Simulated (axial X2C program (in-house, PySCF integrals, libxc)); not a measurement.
Spin–orbit effects down a group: molecules with Li (ions), HF

Calculated with an in-house relativistic program for diatomic molecules, spin-free (one-electron X2C) or two-component (2c: spin–orbit coupling with atomic mean-field Coulomb and Gaunt terms, which also bring small scalar terms), in Dyall basis sets with cores contracted in-house; open shells are unrestricted.

Basis sets: Li dyall-cv3z, Ni dyall-cv3z, Pd dyall-cv3z, Pt dyall-cv3z.

```
molecule  spin-free state  Re (Å)  ωe (cm⁻¹)  De (eV)  2c state  Re 2c (Å)  ωe 2c (cm⁻¹)  De 2c (eV)
   LiNi⁺   M_S = 1, Λ = 2   2.872      237.3     2.40     Ω = 3      2.873         237.3         n/a
   LiPd⁺   M_S = 0, Λ = 0   2.430      274.9      n/a     Ω = 0      2.432         274.3         n/a
   LiPt⁺   M_S = 1, Λ = 2   2.621      277.9     0.86     Ω = 3      2.612         285.3        0.95
```

(1) Work out the shifts from the spin-free to the two-component result.

Fragments in 2c: Ni + Li+, Pd + Li+, Pt + Li+. Each entry is the lowest single determinant of a limited PBE0 search at one distance. De goes to single-determinant-based atoms at the same level (for ions the charge split of lowest energy) and is withheld (n/a) where an atom does not fit its ground term or J level. Main or longest-lived isotopes. One determinant is a doubtful description, or other states lie close, for LiNi⁺, LiPt⁺; these need not be ground states, and all values refer to the states named. With several unpaired electrons the Ω given is that of one determinant, not necessarily of the lowest component. Where the atoms have a lower orbital projection than the molecule, De at mean-field level may be about a tenth of an eV too small.

Results:

(1) 

```csv
molecule,2c state,ΔRe (Å),Δωe (cm⁻¹),ΔDe (eV)
LiNi⁺,Ω = 3,0.001,0.0,n/a
LiPd⁺,Ω = 0,0.002,-0.6,n/a
LiPt⁺,Ω = 3,-0.009,7.4,0.09
```

Shifts of one unit in the last digit are rounding.
